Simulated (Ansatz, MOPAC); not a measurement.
System: C$_{4}$H$_{9}$O, charge 0, multiplicity 2. SMILES: CC(OC)[CH2]

Atoms: C1, C2, C3, O4, C5, H6, H7, H8, H9, H10, H11, H12, H13, H14. Bonds: C1-C2, C1-H6, C1-H7, C2-C3, C2-O4, C2-H8, C3-H9, C3-H10, C3-H11, O4-C5, C5-H12, C5-H13, C5-H14.

Bond lengths (Å) and angles (degrees) optimised at MNDO with MOPAC; HF/STO-3G with Ansatz (a first-principles code); HF/6-31G* with Ansatz, each started from the B3LYP-D3(BJ)/def2-TZVP structure (Ansatz) of the last column. A row stands for all coordinates that are equal there; 13 of 33 kinds are shown. 6-31G* holds six Cartesian d functions. No wavenumbers were computed at MNDO, HF/STO-3G, so these may be saddle points.

| coordinate | MNDO | HF/STO-3G | HF/6-31G* | B3LYP-D3(BJ)/def2-TZVP |
|---|---|---|---|---|
| C1-C2 | 1.504 | 1.530 | 1.503 | 1.488 |
| C1-H6 | 1.083 | 1.083 | 1.075 | 1.081 |
| C1-H7 | 1.082 | 1.083 | 1.076 | 1.082 |
| C2-C3 | 1.554 | 1.551 | 1.527 | 1.530 |
| C2-O4 | 1.410 | 1.442 | 1.403 | 1.425 |
| C2-H8 | 1.129 | 1.099 | 1.091 | 1.102 |
| C3-H9 | 1.108 | 1.086 | 1.084 | 1.091 |
| C3-H11 | 1.109 | 1.086 | 1.085 | 1.090 |
| C1-C2-C3 | 111.4 | 111.3 | 112.1 | 112.2 |
| C1-C2-O4 | 112.3 | 112.3 | 111.6 | 112.1 |
| C3-C2-O4 | 108.0 | 106.3 | 106.5 | 106.2 |
| C2-O4-C5 | 120.3 | 110.5 | 115.4 | 113.8 |
| C2-C1-H6 | 119.8 | 118.5 | 120.2 | 121.0 |

Mean signed difference of all 13 bond lengths from B3LYP-D3(BJ)/def2-TZVP: MNDO 0.012 Å, HF/STO-3G 0.006 Å, HF/6-31G* -0.007 Å.
